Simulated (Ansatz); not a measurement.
Saddle point of GaAsH₆, closed shell (AsH₃ + GaH₃ → GaAsH₄ ([GaH2][AsH2]) + H₂; bonds formed: Ga1–As6, H2–H5; bonds broken: Ga1–H2, H5–As6), PBE0-D4/def2-TZVP structure:

Ga1  (-0.890, -0.456, -0.400)
H2  (0.214, -0.779, -1.662)
H3  (-1.080, -1.761, 0.407)
H4  (-1.779, 0.732, -0.837)
H5  (0.776, -0.228, -0.866)
As6  (1.410, 0.705, 0.646)
H7  (0.433, 1.849, 0.851)
H8  (0.915, -0.063, 1.860)
(Å)

Energies are electronic, without zero-point energy. Barriers and step energies count from the start structure reached by relaxing down the imaginary mode; all methods use the PBE0-D4 structures, on which another method's saddle can fall below an end. Computed with Ansatz 0.2.0 (basis: def2-TZVPP, with def2-QZVPP for the basis limit); correlated methods freeze the cores. Filled d shells of the heavier atoms are correlated. The def2 sets are not built for correlating such inner shells, so the correlated values are less sure here. B3LYP uses VWN-RPA correlation. Extrapolation: Hartree–Fock as exp(−7.88 √X), correlation as X^−2.97.

```csv
method,barrier (kJ/mol),step energy (kJ/mol)
SPW92,41.7,-30.2
PBE-D4,?,-37.7
BLYP-D4,81.2,-34.4
r2SCAN-D4,70.5,-37.4
B97M-V,91.4,-18.7
PBE0-D4,75.6,-37.6
B3LYP-D4,89.8,-34.1
r2SCAN0-D4,?,-38.3
BHLYP-D4,107.0,-33.1
CAM-B3LYP-D4,99.1,-29.6
wB97X-V,101.5,-33.0
wB97M-V,98.1,-34.0
B2PLYP,94.1,-36.6
PBE-QIDH,87.4,-39.5
RPA on PBE,98.8,-31.3
HF,?,-27.8
MP2,91.6,-43.2
CCSD,106.7,-33.0
CCSD(T),97.1,-35.2
```

(1) Fill in the withheld barriers. (Judge from chemistry; the value comes from the calculation.)

T1 diagnostic: at most 0.014. The start structure is not quite a true minimum (one mode of 62i cm⁻¹). The end structure is not quite a true minimum (one mode of 44i cm⁻¹).

Results:

(1) By the calculation: r2SCAN0-D4 80.2; PBE-D4 62.9; HF 151.2 kJ/mol. Each is the energy of the saddle less that of the start structure, by the same method.

For comparison, the barrier by CCSD(T) at an estimated basis limit (MP2 extrapolated from triple and quadruple zeta, plus CCSD(T) − MP2 in triple zeta) is 88.8 kJ/mol.

Labels in which every atom is bracketed show which atoms are joined, not bond orders.

For scale, one of the runs: CCSD(T)/def2-TZVPP, 180 basis functions (an equivalent command: `ansatz run in.yaml --threads 4`). Time: 39 s of wall clock on 4 CPU threads; the host was shared. Peak host memory: 1.7 GiB.
